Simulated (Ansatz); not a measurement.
Frontier orbitals of CH$_{4}$SZn (`C[S][ZnH]`).

```xyz
7

C    -0.126    0.137   -1.125
S    -0.089    1.256    0.316
Zn    0.209   -0.118    1.968
H    -0.965   -0.557   -1.075
H     0.805   -0.417   -1.232
H    -0.254    0.768   -2.004
H     0.420   -1.068    3.153
```

Total charge 0; spin multiplicity 1. For Zn the d shell is correlated and the shells below it are frozen. Scalar relativity is left out up to krypton. Geometry: relaxed with PBE0-D4/def2-TZVP. Basis def2-TZVPP, Ansatz 0.2.0.

Compute the vertical ionisation energy as the energy of the cation minus that of the neutral molecule, at each level. (Estimate.)

Ansatz gave: 
```csv
level,IE (eV),difference from CCSD(T)/def2-TZVPP
PBE-D4/def2-TZVPP,8.83,-0.03
r2SCAN-D4/def2-TZVPP,8.82,-0.04
PBE0-D4/def2-TZVPP,8.85,-0.01
B3LYP-D4/def2-TZVPP,8.91,0.05
ωB97X-V/def2-TZVPP,8.90,0.04
ωB97M-V/def2-TZVPP,8.91,0.05
B2PLYP/def2-TZVPP,8.85,-0.01
HF/def2-TZVPP,7.74,-1.12
MP2/def2-TZVPP,8.96,0.10
CCSD/def2-TZVPP,8.78,-0.08
CCSD(T)/def2-TZVPP,8.86,0.00
HF/def2-QZVPP,7.73,-1.13
MP2/def2-QZVPP,9.06,0.20
```

B3LYP here is the variant with VWN-RPA as its local correlation; programs differ in this.
